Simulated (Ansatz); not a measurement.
Ansatz (a first-principles code) input for C4H12O4Si, SMILES CO[Si](OC)(OC)OC, PBE0-D3(BJ)/def2-SVP. 

Ansatz 0.2 input:
```yaml
crystal:
  periodic: [false, false, false]
  atoms:
    - {symbol: C, position_ang: [0.02148206, -2.17594522, -1.63270339]}
    - {symbol: O, position_ang: [-0.15410122, -0.79998045, -1.40681121]}
    - {symbol: Si, position_ang: [-0.00076119, 0.00062636, -0.00157899]}
    - {symbol: O, position_ang: [-0.54272600, 1.50527075, -0.28690112]}
    - {symbol: C, position_ang: [-1.72351076, 1.88091754, -0.94977068]}
    - {symbol: O, position_ang: [-0.80771469, -0.87982752, 1.09955890]}
    - {symbol: C, position_ang: [-0.82458636, -0.70668328, 2.49390825]}
    - {symbol: O, position_ang: [1.50284272, 0.17584124, 0.58782970]}
    - {symbol: C, position_ang: [2.52895746, 0.99980124, 0.09555599]}
    - {symbol: H, position_ang: [-0.58365500, -2.75749084, -0.93682077]}
    - {symbol: H, position_ang: [1.06984658, -2.45452142, -1.50696144]}
    - {symbol: H, position_ang: [-0.29138891, -2.38116029, -2.65694144]}
    - {symbol: H, position_ang: [-1.70244765, 2.96514761, -1.06480733]}
    - {symbol: H, position_ang: [-2.60003926, 1.59148500, -0.36643448]}
    - {symbol: H, position_ang: [-1.77938298, 1.40548015, -1.92941324]}
    - {symbol: H, position_ang: [0.19188442, -0.66333446, 2.88600339]}
    - {symbol: H, position_ang: [-1.34516686, 0.21581226, 2.75960571]}
    - {symbol: H, position_ang: [-1.35084341, -1.56031814, 2.92242217]}
    - {symbol: H, position_ang: [2.87393111, 0.64335395, -0.87742393]}
    - {symbol: H, position_ang: [2.17712271, 2.02634711, -0.01019672]}
    - {symbol: H, position_ang: [3.35033543, 0.96145639, 0.81172283]}
basis:
  gaussian:
    orbitals: def2-SVP
hamiltonian:
  xc: pbe0
  dispersion: d3bj
relax: {f_tol: 0.002, max_steps: 200}
```

Output:

```
WARN ansatz: RAYON_NUM_THREADS=2 ignored (pool sized by the plan → 2); use --threads N
Functional definition: PBE0
integrals: 0.27 GiB planned
2045 factors; integrals over basis functions are off by at most 3.4e-4 eV
mean field: 1.46 GiB planned
mean field evaluation 1: about -20372.1812 eV, gradient 7.7e1 eV
mean field evaluation 2: about -20367.4116 eV, gradient 9.4e1 eV
mean field evaluation 4: about -20383.9484 eV, gradient 2.5e0 eV
mean field evaluation 8: about -20384.0057 eV, gradient 7.3e-2 eV
mean field evaluation 16: about -20384.0057 eV, gradient 5.8e-6 eV
mean field -20384.00570019 eV, -749.0983927067 hartree, gradient 5.8e-6 eV, S^2 0.000000; 0 other end points of the search recorded, 0 dependent functions left out
the calculation of the forces begins
reference -20384.00573784 eV, -749.0983940904 hartree; 41, 41 occupied and 149, 149 virtual orbitals, 2045 factors
relax step   1: F+E_penalty+E_count = -20384.41559181 eV  Δ(F+E_penalty+E_count) = +0.000e0 eV  max|allowed force component| = 7.425e-1 eV/Å  Δτ_max = 0.0000 Å  (27 SCF iters, accepted)
these checks for a lower state are left out or cut short: starts, cluster_reference, orbital_swaps, neighbouring_geometries, increment
integrals: 0.27 GiB planned
2045 factors; integrals over basis functions are off by at most 3.4e-4 eV
mean field: 1.46 GiB planned
mean field -20384.06865132 eV, -749.1007061182 hartree, gradient 1.0e-5 eV, S^2 0.000000; 0 other end points of the search recorded, 0 dependent functions left out
the calculation of the forces begins
reference -20384.06868894 eV, -749.1007075005 hartree; 41, 41 occupied and 149, 149 virtual orbitals, 2045 factors
relax step   2: F+E_penalty+E_count = -20384.47665531 eV  Δ(F+E_penalty+E_count) = -6.106e-2 eV  max|allowed force component| = 4.416e-1 eV/Å  Δτ_max = 0.0227 Å  (29 SCF iters, accepted)
these checks for a lower state are left out or cut short: starts, cluster_reference, orbital_swaps, neighbouring_geometries, increment
integrals: 0.27 GiB planned
2045 factors; integrals over basis functions are off by at most 3.5e-4 eV
mean field: 1.49 GiB planned
mean field -20384.08741936 eV, -749.1013958307 hartree, gradient 1.0e-5 eV, S^2 0.000000; 0 other end points of the search recorded, 0 dependent functions left out
the calculation of the forces begins
reference -20384.08745688 eV, -749.1013972097 hartree; 41, 41 occupied and 149, 149 virtual orbitals, 2045 factors
relax step   3: F+E_penalty+E_count = -20384.49515766 eV  Δ(F+E_penalty+E_count) = -1.850e-2 eV  max|allowed force component| = 7.194e-2 eV/Å  Δτ_max = 0.0199 Å  (28 SCF iters, accepted)
these checks for a lower state are left out or cut short: starts, cluster_reference, orbital_swaps, neighbouring_geometries, increment
integrals: 0.27 GiB planned
2045 factors; integrals over basis functions are off by at most 3.5e-4 eV
mean field: 1.49 GiB planned
mean field evaluation 32: about -20384.0448 eV, gradient 3.9e-3 eV
mean field -20384.08891142 eV, -749.1014506632 hartree, gradient 1.0e-5 eV, S^2 0.000000; 0 other end points of the search recorded, 0 dependent functions left out
the calculation of the forces begins
reference -20384.08894891 eV, -749.1014520406 hartree; 41, 41 occupied and 149, 149 virtual orbitals, 2045 factors
relax step   4: F+E_penalty+E_count = -20384.49777973 eV  Δ(F+E_penalty+E_count) = -2.622e-3 eV  max|allowed force component| = 6.648e-2 eV/Å  Δτ_max = 0.0137 Å  (29 SCF iters, accepted)
these checks for a lower state are left out or cut short: starts, cluster_reference, orbital_swaps, neighbouring_geometries, increment
integrals: 0.27 GiB planned
2045 factors; integrals over basis functions are off by at most 3.4e-4 eV
mean field: 1.46 GiB planned
mean field -20384.08929051 eV, -749.1014645942 hartree, gradient 1.0e-5 eV, S^2 0.000000; 0 other end points of the search recorded, 0 dependent functions left out
the calculation of the forces begins
reference -20384.08932796 eV, -749.1014659704 hartree; 41, 41 occupied and 149, 149 virtual orbitals, 2045 factors
relax step   5: F+E_penalty+E_count = -20384.49968918 eV  Δ(F+E_penalty+E_count) = -1.909e-3 eV  max|allowed force component| = 6.459e-3 eV/Å  Δτ_max = 0.0286 Å  (28 SCF iters, accepted)
these checks for a lower state are left out or cut short: starts, cluster_reference, orbital_swaps, neighbouring_geometries, increment
integrals: 0.27 GiB planned
2045 factors; integrals over basis functions are off by at most 3.4e-4 eV
mean field: 1.46 GiB planned
mean field -20384.08945062 eV, -749.1014704782 hartree, gradient 1.0e-5 eV, S^2 0.000000; 0 other end points of the search recorded, 0 dependent functions left out
the calculation of the forces begins
reference -20384.08948807 eV, -749.1014718545 hartree; 41, 41 occupied and 149, 149 virtual orbitals, 2045 factors
relax step   6: F+E_penalty+E_count = -20384.49984403 eV  Δ(F+E_penalty+E_count) = -1.549e-4 eV  max|allowed force component| = 7.978e-3 eV/Å  Δτ_max = 0.0160 Å  (29 SCF iters, accepted)
these checks for a lower state are left out or cut short: starts, cluster_reference, orbital_swaps, neighbouring_geometries, increment
integrals: 0.27 GiB planned
2045 factors; integrals over basis functions are off by at most 3.4e-4 eV
mean field: 1.46 GiB planned
mean field -20384.08966534 eV, -749.1014783689 hartree, gradient 1.0e-5 eV, S^2 0.000000; 0 other end points of the search recorded, 0 dependent functions left out
the calculation of the forces begins
reference -20384.08970280 eV, -749.1014797457 hartree; 41, 41 occupied and 149, 149 virtual orbitals, 2045 factors
relax step   7: F+E_penalty+E_count = -20384.50010136 eV  Δ(F+E_penalty+E_count) = -2.573e-4 eV  max|allowed force component| = 1.957e-2 eV/Å  Δτ_max = 0.0550 Å  (27 SCF iters, accepted)
these checks for a lower state are left out or cut short: starts, cluster_reference, orbital_swaps, neighbouring_geometries, increment
integrals: 0.27 GiB planned
2045 factors; integrals over basis functions are off by at most 3.4e-4 eV
mean field: 1.46 GiB planned
mean field evaluation 64: about -20384.0899 eV, gradient 1.0e-5 eV
mean field -20384.08994003 eV, -749.1014884636 hartree, gradient 1.0e-5 eV, S^2 0.000000; 0 other end points of the search recorded, 0 dependent functions left out
the calculation of the forces begins
reference -20384.08997750 eV, -749.1014898407 hartree; 41, 41 occupied and 149, 149 virtual orbitals, 2045 factors
relax step   8: F+E_penalty+E_count = -20384.50024229 eV  Δ(F+E_penalty+E_count) = -1.409e-4 eV  max|allowed force component| = 1.713e-2 eV/Å  Δτ_max = 0.0196 Å  (29 SCF iters, accepted)
these checks for a lower state are left out or cut short: starts, cluster_reference, orbital_swaps, neighbouring_geometries, increment
integrals: 0.27 GiB planned
2045 factors; integrals over basis functions are off by at most 3.4e-4 eV
mean field: 1.46 GiB planned
mean field -20384.09041855 eV, -749.1015060490 hartree, gradient 1.0e-5 eV, S^2 0.000000; 0 other end points of the search recorded, 0 dependent functions left out
the calculation of the forces begins
reference -20384.09045604 eV, -749.1015074266 hartree; 41, 41 occupied and 149, 149 virtual orbitals, 2045 factors
relax step   9: F+E_penalty+E_count = -20384.50037544 eV  Δ(F+E_penalty+E_count) = -1.332e-4 eV  max|allowed force component| = 7.713e-3 eV/Å  Δτ_max = 0.0323 Å  (28 SCF iters, accepted)
these checks for a lower state are left out or cut short: starts, cluster_reference, orbital_swaps, neighbouring_geometries, increment
integrals: 0.27 GiB planned
2045 factors; integrals over basis functions are off by at most 3.4e-4 eV
mean field: 1.46 GiB planned
mean field -20384.09054560 eV, -749.1015107181 hartree, gradient 1.0e-5 eV, S^2 0.000000; 0 other end points of the search recorded, 0 dependent functions left out
the calculation of the forces begins
reference -20384.09058310 eV, -749.1015120960 hartree; 41, 41 occupied and 149, 149 virtual orbitals, 2045 factors
relax step  10: F+E_penalty+E_count = -20384.50039436 eV  Δ(F+E_penalty+E_count) = -1.892e-5 eV  max|allowed force component| = 5.416e-3 eV/Å  Δτ_max = 0.0087 Å  (22 SCF iters, accepted)
these checks for a lower state are left out or cut short: starts, cluster_reference, orbital_swaps, neighbouring_geometries, increment
integrals: 0.27 GiB planned
2045 factors; integrals over basis functions are off by at most 3.4e-4 eV
mean field: 1.46 GiB planned
mean field -20384.09053560 eV, -749.1015103505 hartree, gradient 7.0e-5 eV, S^2 0.000000; 0 other end points of the search recorded, 0 dependent functions left out
the calculation of the forces begins
reference -20384.09057309 eV, -749.1015117282 hartree; 41, 41 occupied and 149, 149 virtual orbitals, 2045 factors
relax step  11: F+E_penalty+E_count = -20384.50040150 eV  Δ(F+E_penalty+E_count) = -7.141e-6 eV  max|allowed force component| = 1.673e-3 eV/Å  Δτ_max = 0.0025 Å  (19 SCF iters, accepted)
integrals: 0.27 GiB planned
2045 factors; integrals over basis functions are off by at most 3.4e-4 eV
mean field: 1.46 GiB planned
mean field evaluation 96: about -20384.0905 eV, gradient 1.5e-3 eV
mean field -20384.09053560 eV, -749.1015103505 hartree, gradient 7.0e-5 eV, S^2 0.000000; 1 other end points of the search recorded, 0 dependent functions left out
the calculation of the forces begins
reference -20384.09057309 eV, -749.1015117282 hartree; 41, 41 occupied and 149, 149 virtual orbitals, 2045 factors
Total energy: -20384.50043899 eV, -749.1165740223 hartree
Atom 0 at    -0.035645    -2.160338    -1.629919 Å, force     0.000127     0.000503    -0.000042 eV/Å
Atom 1 at    -0.127591    -0.773369    -1.441013 Å, force     0.000453    -0.000900     0.000420 eV/Å
Atom 2 at     0.000261    -0.000415     0.002252 Å, force     0.000416     0.000107    -0.000066 eV/Å
Atom 3 at    -0.542904     1.530761    -0.237125 Å, force    -0.000890    -0.000498    -0.000311 eV/Å
Atom 4 at    -1.676228     1.882268    -0.985410 Å, force     0.000589    -0.000097     0.000816 eV/Å
Atom 5 at    -0.852561    -0.890352     1.087365 Å, force    -0.000285     0.000964     0.000949 eV/Å
Atom 6 at    -0.787388    -0.749994     2.481615 Å, force     0.000019    -0.000235    -0.000588 eV/Å
Atom 7 at     1.524304     0.131378     0.599656 Å, force     0.000096     0.000895    -0.001673 eV/Å
Atom 8 at     2.501236     1.026618     0.139114 Å, force    -0.000168    -0.000512     0.000529 eV/Å
Atom 9 at    -0.619745    -2.713136    -0.875031 Å, force     0.000046     0.000218    -0.000431 eV/Å
Atom 10 at     1.011869    -2.505578    -1.577833 Å, force     0.000402     0.000079     0.000214 eV/Å
Atom 11 at    -0.427806    -2.408408    -2.627897 Å, force    -0.000413     0.000100     0.000366 eV/Å
Atom 12 at    -1.636055     2.960293    -1.203458 Å, force     0.000251    -0.000360    -0.000378 eV/Å
Atom 13 at    -2.606711     1.680156    -0.426368 Å, force    -0.000181    -0.000292     0.000256 eV/Å
Atom 14 at    -1.719917     1.331592    -1.940105 Å, force     0.000087     0.000493     0.000256 eV/Å
Atom 15 at     0.254394    -0.661772     2.833067 Å, force    -0.000506    -0.000176    -0.000158 eV/Å
Atom 16 at    -1.344508     0.139868     2.823599 Å, force    -0.000178     0.000459    -0.000146 eV/Å
Atom 17 at    -1.241349    -1.637364     2.948272 Å, force     0.000510    -0.000229    -0.000194 eV/Å
Atom 18 at     2.940722     0.687523    -0.815382 Å, force    -0.000079    -0.000251    -0.000290 eV/Å
Atom 19 at     2.087496     2.038032    -0.010813 Å, force     0.000214    -0.000451     0.000301 eV/Å
Atom 20 at     3.308204     1.084514     0.885259 Å, force    -0.000507     0.000181     0.000169 eV/Å
Dipole moment:     0.000034    -0.000120    -0.000695 e Å
```

Self-consistency was reached.

Cost: around 4 core-minutes (rough).
